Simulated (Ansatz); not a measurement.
Cost and result for the atomization energy of CH$_{6}$BFGeS (`BC[S][GeH2][F]`) (11 atoms, 10 bonds).

Z-matrix (Å, degrees):
```
C
S 1 1.819
B 1 1.553 2 114.4
H 1 1.100 2 110.0 3 118.8
H 1 1.096 2 111.1 3 -125.0
Ge 2 2.189 1 99.7 3 -178.1
H 3 1.194 1 122.6 2 6.5
H 3 1.197 1 117.6 2 -174.9
F 6 1.747 2 108.4 1 65.4
H 6 1.536 2 111.9 1 -48.5
H 6 1.532 2 109.8 1 -177.9
```

The species carries charge 0 and has multiplicity 1. Correlated methods include outer-core shells of Ge, which these sets cover unevenly. Scalar relativity is left out up to krypton. Geometry: relaxed with PBE0-D4/def2-TZVP. It is one conformer, not always the lowest. Program: Ansatz. All runs use 4 threads of an Arm Neoverse V2 on a shared host. Times are those of one run each, without the atoms' runs, and a repeat can differ threefold. Electronic energies, without spin–orbit coupling; frozen cores. CCSD(T)/CBS adds CCSD(T) − MP2 in def2-TZVPP to the MP2 limit, and its time is that of the two runs behind it. T1 = 0.012. With those shells the extrapolation isn't a true limit. B3LYP takes the VWN-RPA correlation (the form of Gaussian; ORCA's B3LYP/G).

CCSD(T)/CBS is a level of theory with its own doubt, some kJ/mol a heavy atom from the limit and from the frozen cores, so smaller differences don't rank the functionals.

```csv
level,functions,wall time,atomization (kJ/mol),difference from CCSD(T)/CBS,per bond
PBE-D4/def2-TZVPP (with forces),267,3 s,3730.4,46.1,4.6
PBE0-D4/def2-TZVPP,267,3.9 s,3681.5,-2.8,-0.3
r2SCAN-D4/def2-TZVPP (with forces),267,6 s,3707.9,23.6,2.4
B3LYP-D4/def2-TZVPP (with forces),267,6 s,3674.7,-9.6,-1.0
B2PLYP/def2-TZVPP,267,7 s,3640.5,-43.8,-4.4
ωB97X-V/def2-TZVPP,267,9.5 s,3708.9,24.6,2.5
ωB97M-V/def2-TZVPP (with forces),267,14 s,3691.9,7.6,0.8
MP2/def2-QZVPP,510,29 s,3701.2,16.9,1.7
CCSD(T)/def2-TZVPP,267,5.1 min,3599.6,-84.7,-8.5
CCSD(T)/CBS(def2),–,5.6 min,3684.3,0.0,0.0
```

In def2-TZVPP, CCSD(T) changes the Hartree–Fock value by +858.7 kJ/mol (the triples alone add +51.6 kJ/mol) and MP2 by +910.4 kJ/mol; breaking electron pairs costs correlation energy, which Hartree–Fock lacks. The D4 term adds +38.9 kJ/mol with B3LYP and +20.4 kJ/mol with PBE0; it sums over pairs of atoms, weighted by their polarisabilities, and B3LYP, whose exchange is more repulsive, gets the larger term. From PBE to PBE0 (25 % exact exchange), in def2-TZVPP and without D4, the atomization energy moves by −45.3 kJ/mol: exact exchange takes away binding that semilocal exchange gives to molecules.
